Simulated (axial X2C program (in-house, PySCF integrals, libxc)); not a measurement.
# SnHg: properties at the nuclei

Calculated with an axial X2C code built on PySCF integrals: two-component X2C with atomic mean-field Coulomb and Gaunt terms, Gaussian nuclei, basis Hg dyall-cv3z, Sn dyall-cv3z with contracted cores.

R = 2.822 Å (near the PBE0 minimum at charge 0 of the determinant lowest at the starting distance; the state shown can have its own minimum elsewhere).

Determinant lowest in the PBE0 search, Ω = 1 (⟨Sz⟩ = 0.99, ⟨Lz⟩ = 0.01 at PBE0), spin on the atoms Hg 0.04, Sn 0.95:

```csv
level,Eeff magnitude (GV/cm),Ws magnitude Hg (kHz),Ws magnitude Sn (kHz),A∥/gI Hg (MHz),qzz Hg (a.u.),A∥/gI Sn (MHz),qzz Sn (a.u.),μ (D)
PBE0,6.08,5.24,0.557,-844,1.04,-855,4.88,-1.43
HF,42.4,45.9,1.27,-1670,0.03,-1040,5.12,-2.09
LDA,4.08,2.52,0.733,-780,1.65,-755,4.75,-0.95
BHandHLYP,1.44,0.11,0.55,-550,0.83,-792,5.13,-1.48
TPSSh,5.91,5.05,0.547,-822,1.11,-790,4.87,-1.44
```

Determinant 0.33 eV from it at PBE0 and this distance, Ω = 0 (closed shell), highest spinor 84% Sn p, 12% Hg p:

```json
{"level": "PBE0", "qzz Hg (a.u.)": "1.35", "qzz Sn (a.u.)": "4.26", "μ (D)": "-1.03"}
{"level": "HF", "qzz Hg (a.u.)": "0.49", "qzz Sn (a.u.)": "4.26", "μ (D)": "-1.65"}
{"level": "LDA", "qzz Hg (a.u.)": "1.96", "qzz Sn (a.u.)": "4.25", "μ (D)": "-0.58"}
{"level": "BHandHLYP", "qzz Hg (a.u.)": "0.90", "qzz Sn (a.u.)": "4.21", "μ (D)": "-1.09"}
{"level": "TPSSh", "qzz Hg (a.u.)": "1.64", "qzz Sn (a.u.)": "4.46", "μ (D)": "-1.03"}
```

Eeff is the effective electric field on the electron electric dipole moment in this Ω state and Ws the scalar–pseudoscalar constant of the nucleus named (defined with the proton number Z and per Ω); A∥ (defined per Ω) follows by multiplying with gI = μI/(I μN); qzz is the electric field gradient, eQq0 = 234.96 MHz × Q/barn × qzz; μ is positive if the Sn end (last atom) is positive. The operators were transformed with the bare-nucleus X2C matrices; with these basis sets, hyperfine constants and field gradients can be off by tens of per cent, and where levels differ in sign neither size nor sign is settled.

**Question.** With gI(119Sn) = -2.0946 (g factors from the IAEA table of nuclear moments by Stone), turn the PBE0 values of the first state into constants in MHz.

**Answer.** A∥(119Sn) = -855 × -2.0946 = 1790 MHz.

Each state is one determinant with collinear spin, which with several unpaired electrons need not be a pure state. Unrestricted Hartree–Fock can overshoot spin polarisation at the nuclei. A closed determinant beside an open π² or δ² triplet, such as (π1/2)², mixes with its partner pair into the 0⁺ component of the triplet and ¹Σ⁺, so its energy is not that of a level, and 0⁺ can lie lowest. With several open shells hyperfine constants can be off by a factor of several. Where Eeff spreads by more than a factor of two the levels disagree and none is to be relied on. Open-shell Ω = 0 determinants with evenly filled partner blocks cannot be reached by this program, so the Ω shown need not be the lowest component. States lie within half an eV, so the first need not be the ground state. The sign of Ws at Hg differs between levels in the first state. Where a field gradient or hyperfine factor spreads by more than a factor of two over the levels, a constant derived from it is not to be relied on. PBE0 term energies can be off by some tenths of an eV.
